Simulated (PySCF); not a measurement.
PySCF job for C4H4BNO, SMILES C1C=C(B1O)C#N, TDDFT-CAM-B3LYP/def2-SVPD. Geometry optimised at PBE0-D3(BJ)/def2-SVP. The structure was generated by enumeration, and PubChem lists no compound with its InChIKey, so it may never have been made. Other conformers were not sampled.

```python
import numpy as np
from pyscf import gto, scf, dft, tdscf

mol = gto.M(
    atom='''
    N    -0.38829711   -2.92896082    0.00000000
    C    -0.09648084   -1.80563636    0.00000000
    C     0.22485188   -0.42540569   -0.00000000
    C     1.43010581    0.20434416    0.00000000
    C     1.01530300    1.66294308   -0.00000000
    B    -0.44723725    0.98774249    0.00000000
    O    -1.72097376    1.39484563   -0.00000000
    H     2.44049170   -0.22591617   -0.00000000
    H     1.32978815    2.23036872   -0.89269882
    H     1.32978816    2.23036872    0.89269882
    H    -1.82069106    2.35295589    0.00000001
    ''',
    basis='def2-SVPD',
    charge=0,
    spin=0,
    symmetry=True,
    max_memory=1600,
    verbose=4,
)
mf = dft.RKS(mol, xc='cam-b3lyp').density_fit(auxbasis='def2-universal-jkfit')
mf.grids.level = 3
mf.conv_tol = 1e-9
mf.max_cycle = 100
mf.kernel()
mf.grids = dft.Grids(mol).set(level=1).build(with_non0tab=True)  # coarser grid for the response kernel
td = tdscf.TDDFT(mf)
td.singlet = True
td.nstates = 10
td.conv_tol = 1e-4
td.positive_eig_threshold = 1e-6
td.kernel(x0=td.get_init_guess(mf, 15))
td.analyze()
tt = tdscf.TDA(mf)
tt.singlet = False
tt.nstates = 4
tt.conv_tol = 1e-4
tt.positive_eig_threshold = 1e-6
tt.kernel(x0=tt.get_init_guess(mf, 9))
tt.analyze(verbose=3)
```

It prints:

```
PySCF version 2.14.0

[INPUT] verbose = 4
[INPUT] num. atoms = 11
[INPUT] num. electrons = 48
[INPUT] charge = 0
[INPUT] spin (= nelec alpha-beta = 2S) = 0
[INPUT] symmetry True subgroup None
[INPUT] Mole.unit = angstrom
[INPUT] Symbol           X                Y                Z      unit          X                Y                Z       unit  Magmom
[INPUT]  1 N     -0.388297110000  -2.928960820000   0.000000000000 AA   -0.733775192860  -5.534933779382   0.000000000000 Bohr   0.0
[INPUT]  2 C     -0.096480840000  -1.805636360000   0.000000000000 AA   -0.182322363868  -3.412158200957   0.000000000000 Bohr   0.0
[INPUT]  3 C      0.224851880000  -0.425405690000   0.000000000000 AA    0.424908471794  -0.803900245932   0.000000000000 Bohr   0.0
[INPUT]  4 C      1.430105810000   0.204344160000   0.000000000000 AA    2.702508310049   0.386154497554   0.000000000000 Bohr   0.0
[INPUT]  5 C      1.015303000000   1.662943080000   0.000000000000 AA    1.918644603449   3.142506981941   0.000000000000 Bohr   0.0
[INPUT]  6 B     -0.447237250000   0.987742490000   0.000000000000 AA   -0.845155915204   1.866562787696   0.000000000000 Bohr   0.0
[INPUT]  7 O     -1.720973760000   1.394845630000   0.000000000000 AA   -3.252169073963   2.635876226746   0.000000000000 Bohr   0.0
[INPUT]  8 H      2.440491700000  -0.225916170000   0.000000000000 AA    4.611860922274  -0.426919688411   0.000000000000 Bohr   0.0
[INPUT]  9 H      1.329788150000   2.230368720000  -0.892698820000 AA    2.512935407192   4.214786037597  -1.686956281522 Bohr   0.0
[INPUT] 10 H      1.329788160000   2.230368720000   0.892698820000 AA    2.512935426089   4.214786037597   1.686956281522 Bohr   0.0
[INPUT] 11 H     -1.820691060000   2.352955890000   0.000000010000 AA   -3.440607460844   4.446442215282   0.000000018897 Bohr   0.0

nuclear repulsion = 232.683557929403
point group symmetry = Cs
symmetry origin: [-1.96846474e-09  1.96846478e-09  3.93692943e-10]
symmetry axis x: [ 1.00000000e+00 -1.84402794e-09 -1.66370183e-10]
symmetry axis y: [-1.84402794e-09 -1.00000000e+00 -1.78351646e-10]
symmetry axis z: [ 1.66370183e-10 -1.78351669e-10  1.00000000e+00]
num. orbitals of irrep A' = 120
num. orbitals of irrep A" = 55
number of shells = 73
number of NR pGTOs = 253
number of NR cGTOs = 175
basis = def2-SVPD
ecp = {}


[settings echo left out]
init E= -310.409840851354
HOMO (A") = -0.306032197679684  LUMO (A") = -0.0977712354438625  gap/eV = 5.66707
cycle= 1 E= -309.166117815046  delta_E= 1.24  |g|= 0.727  |ddm|= 6.02
HOMO (A') = -0.308087498543629  LUMO (A") = -0.0474641091528099  gap/eV = 7.09192
cycle= 2 E= -309.032244977415  delta_E= 0.134  |g|= 1.12  |ddm|= 2.02
HOMO (A") = -0.335155167829104  LUMO (A") = -0.0231101751944505  gap/eV = 8.49118
cycle= 3 E= -309.284582317455  delta_E= -0.252  |g|= 0.13  |ddm|= 1.23
HOMO (A") = -0.345012780665953  LUMO (A") = -0.0314185026078344  gap/eV = 8.53333
cycle= 4 E= -309.287298966712  delta_E= -0.00272  |g|= 0.0775  |ddm|= 0.217
HOMO (A") = -0.345897350628385  LUMO (A") = -0.029028439552592  gap/eV = 8.62244
cycle= 5 E= -309.288516471919  delta_E= -0.00122  |g|= 0.0187  |ddm|= 0.103
HOMO (A") = -0.344052419455709  LUMO (A") = -0.0269212472909268  gap/eV = 8.62958
cycle= 6 E= -309.288593669099  delta_E= -7.72e-05  |g|= 0.00373  |ddm|= 0.0338
HOMO (A") = -0.344271724609736  LUMO (A") = -0.0271904866191714  gap/eV = 8.62822
cycle= 7 E= -309.288597718137  delta_E= -4.05e-06  |g|= 0.00102  |ddm|= 0.00864
HOMO (A") = -0.344365580709226  LUMO (A") = -0.0272116319624218  gap/eV = 8.63020
cycle= 8 E= -309.288598008409  delta_E= -2.9e-07  |g|= 0.000452  |ddm|= 0.00339
HOMO (A") = -0.344347578009969  LUMO (A") = -0.0272123057823669  gap/eV = 8.62969
cycle= 9 E= -309.288598071553  delta_E= -6.31e-08  |g|= 0.00018  |ddm|= 0.00106
HOMO (A") = -0.344339123821682  LUMO (A") = -0.0271941853944124  gap/eV = 8.62995
cycle= 10 E= -309.28859808049  delta_E= -8.94e-09  |g|= 4.39e-05  |ddm|= 0.000382
HOMO (A") = -0.344345675444834  LUMO (A") = -0.0271983626346459  gap/eV = 8.63002
cycle= 11 E= -309.288598081493  delta_E= -1e-09  |g|= 1.7e-05  |ddm|= 0.000159
HOMO (A") = -0.34434548584274  LUMO (A") = -0.0271974598237457  gap/eV = 8.63004
cycle= 12 E= -309.288598081609  delta_E= -1.16e-10  |g|= 7.59e-06  |ddm|= 6.44e-05
HOMO (A") = -0.344345403606687  LUMO (A") = -0.027197824199413  gap/eV = 8.63003
Extra cycle  E= -309.288598081601  delta_E= 8.53e-12  |g|= 1.12e-05  |ddm|= 2.31e-05
converged SCF energy = -309.288598081601
tot grids = 46088
Overwritten attributes  positive_eig_threshold  of <class 'pyscf.tdscf.rks.TDDFT'>


******** <class 'pyscf.tdscf.rks.TDDFT'> for <class 'pyscf.df.df_jk.DFSymAdaptedRKS'> ********
nstates = 10 singlet
deg_eia_thresh = 1.000e-03
wfnsym = None
conv_tol = 0.0001
eigh lindep = 1e-12
eigh level_shift = 0
eigh max_cycle = 100


Excitation energies (eV)
[5.60227246 5.72480001 6.08296732 6.92657191 7.03998786 7.09092153
 7.28561842 7.55905669 7.78803756 8.02658698]

** Singlet excitation energies and oscillator strengths **
Excited State   1:   A"      5.60227 eV    221.31 nm  f=0.0001
      22 -> 27       -0.10762
      23 -> 25        0.68459
Excited State   2:   A'      5.72480 eV    216.57 nm  f=0.1824
      24 -> 25       -0.68448
Excited State   3:   A"      6.08297 eV    203.82 nm  f=0.0002
      22 -> 25       -0.67099
      23 -> 27        0.16790
Excited State   4:   A"      6.92657 eV    179.00 nm  f=0.0012
      19 -> 25        0.38446
      21 -> 25        0.42463
      23 -> 27        0.28193
      24 -> 28       -0.15677
      24 -> 30        0.12051
      24 -> 31        0.10981
Excited State   5:  ???      7.03999 eV    176.11 nm  f=0.1187
      20 -> 25        0.23491
      23 -> 28       -0.11638
      23 -> 29        0.10552
      23 -> 30        0.15707
      23 -> 31        0.12939
      24 -> 27        0.58873
Excited State   6:   A"      7.09092 eV    174.85 nm  f=0.0007
      19 -> 25       -0.15027
      21 -> 25       -0.18942
      23 -> 27       -0.11202
      24 -> 26       -0.26784
      24 -> 28       -0.39944
      24 -> 29        0.21719
      24 -> 30        0.25219
      24 -> 31        0.23006
Excited State   7:   A"      7.28562 eV    170.18 nm  f=0.0011
      24 -> 26       -0.61359
      24 -> 29       -0.11438
      24 -> 30       -0.25740
Excited State   8:   A"      7.55906 eV    164.02 nm  f=0.0072
      17 -> 25       -0.16329
      21 -> 25        0.36324
      21 -> 27       -0.11129
      22 -> 25       -0.14643
      22 -> 27        0.10685
      23 -> 27       -0.52421
Excited State   9:  ???      7.78804 eV    159.20 nm  f=0.0089
      22 -> 26        0.34948
      23 -> 26       -0.58317
Excited State  10:  ???      8.02659 eV    154.47 nm  f=0.1356
      20 -> 25        0.57859
      20 -> 27       -0.10224
      24 -> 27       -0.31260

** Transition electric dipole moments (AU) **
state          X           Y           Z        Dip. S.      Osc.
  1        -0.0000     -0.0000      0.0325      0.0011      0.0001
  2        -0.8692     -0.7381     -0.0000      1.3003      0.1824
  3        -0.0000     -0.0000     -0.0403      0.0016      0.0002
  4         0.0000      0.0000      0.0834      0.0070      0.0012
  5         0.0585     -0.8275     -0.0000      0.6882      0.1187
  6         0.0000      0.0000     -0.0638      0.0041      0.0007
  7        -0.0000     -0.0000      0.0777      0.0060      0.0011
  8        -0.0000     -0.0000      0.1969      0.0388      0.0072
  9         0.1956      0.0919      0.0000      0.0467      0.0089
 10         0.3566      0.7500      0.0000      0.6896      0.1356

** Transition velocity dipole moments (imaginary part, AU) **
state          X           Y           Z        Dip. S.      Osc.
  1         0.0000      0.0000      0.0102      0.0001      0.0003
  2        -0.1782     -0.1530      0.0000      0.0552      0.1748
  3        -0.0000      0.0000     -0.0110      0.0001      0.0004
  4        -0.0000     -0.0000      0.0232      0.0005      0.0014
  5         0.0148     -0.2104      0.0000      0.0445      0.1146
  6        -0.0000     -0.0000     -0.0222      0.0005      0.0013
  7         0.0000      0.0000      0.0221      0.0005      0.0012
  8        -0.0000      0.0000      0.0577      0.0033      0.0080
  9         0.0606      0.0286     -0.0000      0.0045      0.0105
 10         0.1046      0.2180      0.0000      0.0585      0.1322

** Transition magnetic dipole moments (imaginary part, AU) **
state          X           Y           Z
  1         0.1894     -0.7169      0.0000
  2        -0.0000     -0.0000      0.6819
  3         0.6877      0.4151      0.0000
  4        -0.0788     -0.3745     -0.0000
  5        -0.0000     -0.0000     -0.1586
  6        -0.1029      0.0607      0.0000
  7        -0.3653     -0.0460      0.0000
  8        -0.4355      0.3858      0.0000
  9         0.0000     -0.0000      0.7179
 10        -0.0000      0.0000     -0.4915
Overwritten attributes  positive_eig_threshold  of <class 'pyscf.tdscf.rks.TDA'>


******** <class 'pyscf.tdscf.rks.TDA'> for <class 'pyscf.df.df_jk.DFSymAdaptedRKS'> ********
nstates = 4 triplet
deg_eia_thresh = 1.000e-03
wfnsym = None
conv_tol = 0.0001
eigh lindep = 1e-12
eigh level_shift = 0
eigh max_cycle = 100


Excitation energies (eV)
[3.54983435 5.21996803 5.74332913 5.89040652]

** Triplet excitation energies and oscillator strengths **
Excited State   1:   A'      3.54983 eV    349.27 nm  f=0.0000
Excited State   2:   A"      5.21997 eV    237.52 nm  f=0.0000
Excited State   3:   A"      5.74333 eV    215.88 nm  f=0.0000
Excited State   4:   A'      5.89041 eV    210.48 nm  f=0.0000
```

The run converged.
